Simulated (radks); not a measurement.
The rhodium ion Rh4+, [Kr] 4d5. Method: non-relativistic Kohn-Sham, r2SCAN, spin-polarised, spherical densities, point nucleus; meta-GGA in the generalised Kohn-Sham scheme; computed with a radial shooting solver on a logarithmic mesh with Libxc functionals. Every spin shell is full or empty, so the densities are truly spherical. Functionals are evaluated on that one density, not self-consistently. Rank these orbital-free kinetic functionals by their error against the exact value of the orbitals, and give that value: Thomas-Fermi, von Weizsacker, TF + vW, LC94, APBEK, revAPBEK, Pearson, PG1, DePristo-Kress, Ernzerhof.

Answer. Exact: 4682.47 hartree. From best to worst, with 100 (|E| - |E exact|)/|E exact| (equal figures are ties): DePristo-Kress -0.05, LC94 +0.10, APBEK +0.16, revAPBEK +0.35, Ernzerhof -0.35, Pearson -0.93, Thomas-Fermi -5.44, PG1 +15.82, TF + vW +37.68, von Weizsacker -56.87.
